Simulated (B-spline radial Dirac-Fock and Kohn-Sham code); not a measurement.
## Dipole and non-dipole photoemission parameters of Fe 3p1/2

System: atomic iron, configuration [Ar] 3d6 4s2; threshold 67.22 eV (orbital energy of the model). Calculated with a B-spline atomic structure program, using Dirac-Hartree-Slater photoionisation with a Latter tail; cross sections with all multipoles, angular parameters from the dipole term and its interference with E2.

Input of the calculation (task.json; shells as n, l, electrons):

```json
{"items": [{
  "Z": 26,
  "q": 0,
  "cfg": [[1, 0, 2], [2, 0, 2], [2, 1, 6], [3, 0, 2], [3, 1, 6], [3, 2, 6], [4, 0, 2]],
  "A": 56,
  "rrms": 3.7377,
  "do": "xps",
  "hv": [53.9, 77.2, 80, 114.0, 166.0, 194.0, 300, 400, 583.0, 800, 843.0, 855.0, 1000.0, 1070.0, 1170.0, 1220.0, 1300.0, 1420.0, 1850.0, 1900.0, 1930.0, 2000, 2010.0, 2680.0, 2984.4, 3640.0, 5414.7, 6000, 11200.0, 11800.0],
  "edges": {"K": 7112.0, "L1": 844.6, "L2": 719.9, "L3": 706.8, "M1": 91.3}
}]}
```

Command: `python xray2_run.py task.json out`

```
hν (eV)  σ (kb)      β       γ       δ
   77.2     253  0.789  -0.074   0.032
     80     223  0.409  -0.114   0.042
    114     254  0.138   0.091   0.042
    166     310  1.085   0.143   0.007
    194     293  1.272   0.098   0.001
    300     194  1.535  -0.008  -0.001
    400     128  1.602  -0.020   0.001
    583    65.3  1.622   0.035   0.004
    800    33.9  1.597   0.132   0.007
    843    30.2  1.590   0.152   0.008
    855    29.3  1.588   0.157   0.008
   1000    20.5  1.561   0.222   0.011
   1070    17.5  1.548   0.252   0.012
   1170    14.1  1.528   0.293   0.014
   1220    12.7  1.518   0.313   0.015
   1300    10.9  1.503   0.344   0.016
   1420       ?      ?       ?       ?
   1850    4.39  1.401   0.526   0.028
   1900    4.09  1.393   0.540   0.029
   1930    3.92  1.387   0.548   0.030
   2000    3.56  1.376   0.567   0.031
   2010    3.51  1.374   0.570   0.032
   2680    1.58  1.271   0.726   0.047
 2984.4    1.16  1.229   0.785   0.055
   3640   0.650  1.148   0.895   0.071
 5414.7   0.192  0.977   1.106   0.114
   6000   0.139  0.931   1.158   0.128
  11200  0.0177  0.661   1.443   0.240
  11800  0.0148  0.640   1.465   0.251
```

Question: Give the values at 1420 eV.

Answer: σ = 8.72 kb, β = 1.480, γ = 0.388, δ = 0.019.
